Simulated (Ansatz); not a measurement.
Program: Ansatz. Geometries: PBE0-D4/def2-TZVP. ΔE: electronic, gas phase. CCSD(T)/CBS is the MP2 limit (def2-TZVPP, def2-QZVPP) plus CCSD(T) − MP2 in def2-TZVPP, frozen cores. Functionals use def2-TZVPP. B3LYP here is the variant with VWN-RPA as its local correlation; programs differ in this. For Ga, Ge outer-core shells are correlated without core-valence functions, which leaves a few kJ/mol of doubt a bond. Scalar relativity is left out up to krypton. One conformer a species, not always the lowest.

Consider the redistribution: `F[CH2][AlH][GeH3]` + `[CH3][Ga]([CH3])[NH2]` → `[CH3][AlH][GeH3]` + `[CH3][Ga]([NH2])[CH2]F`.

`F[CH2][AlH][GeH3]`:

Z-matrix (Å, degrees):
```
C
Al 1 1.982
F 1 1.399 2 111.5
H 1 1.098 2 111.9 3 120.7
H 1 1.098 2 111.9 3 -120.7
Ge 2 2.474 1 118.9 3 -0.1
H 2 1.591 1 117.1 3 179.8
H 6 1.542 2 111.1 1 62.1
H 6 1.541 2 113.2 1 -177.4
H 6 1.541 2 111.4 1 -56.6
```

`[CH3][Ga]([CH3])[NH2]`:

Cartesian coordinates in Å:
```
C -0.197 -1.614 -0.999
Ga 0.072 0.097 -0.067
C -0.588 0.553 1.729
N 1.020 1.381 -0.950
H 0.261 -1.610 -1.990
H 0.236 -2.437 -0.424
H -1.262 -1.827 -1.113
H -0.199 -0.149 2.472
H -0.294 1.562 2.024
H -1.678 0.488 1.766
H 1.407 1.265 -1.871
H 1.223 2.292 -0.577
```

`[CH3][AlH][GeH3]`:

```xyz
10

C    -1.150   -1.558   -0.142
Al   -0.762    0.277    0.396
Ge    1.452    1.290   -0.081
H    -0.468   -2.254    0.360
H    -2.173   -1.865    0.085
H    -0.982   -1.693   -1.216
H    -1.847    1.160    1.155
H     1.332    2.563   -0.947
H     2.425    0.350   -0.822
H     2.173    1.731    1.212
```

`[CH3][Ga]([NH2])[CH2]F`:

Z-matrix (Å, degrees):
```
C
Ga 1 1.958
H 1 1.092 2 110.2
H 1 1.091 2 111.7 3 -121.0
H 1 1.092 2 110.2 3 118.1
N 2 1.821 1 119.6 3 121.6
C 2 1.993 1 125.0 3 -58.4
H 6 1.006 2 124.9 1 179.9
H 6 1.006 2 123.7 1 -0.0
F 7 1.397 2 110.8 1 -0.0
H 7 1.096 2 111.8 1 -120.1
H 7 1.095 2 111.7 1 120.1
```

```json
{"level": "PBE-D4", "ΔE (kJ/mol)": "-4.8", "difference from CCSD(T)/CBS": "-1.4"}
{"level": "B3LYP-D4", "ΔE (kJ/mol)": "-4.2", "difference from CCSD(T)/CBS": "-0.8"}
{"level": "ωB97M-V", "ΔE (kJ/mol)": "-4.3", "difference from CCSD(T)/CBS": "-0.9"}
{"level": "B2PLYP", "ΔE (kJ/mol)": "-4.0", "difference from CCSD(T)/CBS": "-0.6"}
{"level": "PBE", "ΔE (kJ/mol)": "-4.9", "difference from CCSD(T)/CBS": "-1.5"}
{"level": "r2SCAN", "ΔE (kJ/mol)": "-5.5", "difference from CCSD(T)/CBS": "-2.1"}
{"level": "PBE0", "ΔE (kJ/mol)": "-4.9", "difference from CCSD(T)/CBS": "-1.5"}
{"level": "B3LYP", "ΔE (kJ/mol)": "-4.4", "difference from CCSD(T)/CBS": "-1.0"}
{"level": "HF/def2-TZVPP", "ΔE (kJ/mol)": "-3.7", "difference from CCSD(T)/CBS": "-0.3"}
{"level": "CCSD/def2-TZVPP", "ΔE (kJ/mol)": "-3.9", "difference from CCSD(T)/CBS": "-0.5"}
{"level": "CCSD(T)/def2-TZVPP", "ΔE (kJ/mol)": "-3.9", "difference from CCSD(T)/CBS": "-0.5"}
{"level": "HF/def2-QZVPP", "ΔE (kJ/mol)": "-3.6", "difference from CCSD(T)/CBS": "-0.2"}
{"level": "MP2/def2-QZVPP", "ΔE (kJ/mol)": "-3.4", "difference from CCSD(T)/CBS": "0.0"}
{"level": "HF/CBS(def2)", "ΔE (kJ/mol)": "-3.5", "difference from CCSD(T)/CBS": "-0.1"}
{"level": "MP2/CBS(def2)", "ΔE (kJ/mol)": "-3.2", "difference from CCSD(T)/CBS": "0.2"}
{"level": "CCSD/CBS(def2)", "ΔE (kJ/mol)": "-3.4", "difference from CCSD(T)/CBS": "0.0"}
{"level": "CCSD(T)/CBS", "ΔE (kJ/mol)": "-3.4", "difference from CCSD(T)/CBS": "0"}
```

Largest T1 diagnostic among the species: 0.012.
